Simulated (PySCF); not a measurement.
Ligand exchange on a metal centre used in film growth or etching (Hf OH-SH). Gas-phase values, no solvent. One relaxed conformer stands for each flexible species; it need not be the lowest.

These are TPSSh-D3(BJ)/def2-TZVP // r2SCAN-D4/def2-SVP run with PySCF 2.14.0 values and carry that method's errors. All candidates: neutral, multiplicity 1. 

The HOMO comes out as -6.26 eV. The HOMO–LUMO gap is 5.84 eV and the LUMO is -0.42 eV.

Question: Say which member has these values.
(A) [Hf(SH)4]
(B) [Hf(OH)3(SH)]
(C) [Hf(OH)(SH)3]

Answer: B, [Hf(OH)3(SH)]. The others give [Hf(SH)4]: -7.32 eV, 4.83 eV, -2.49 eV; [Hf(OH)(SH)3]: -6.86 eV, 4.94 eV, -1.92 eV
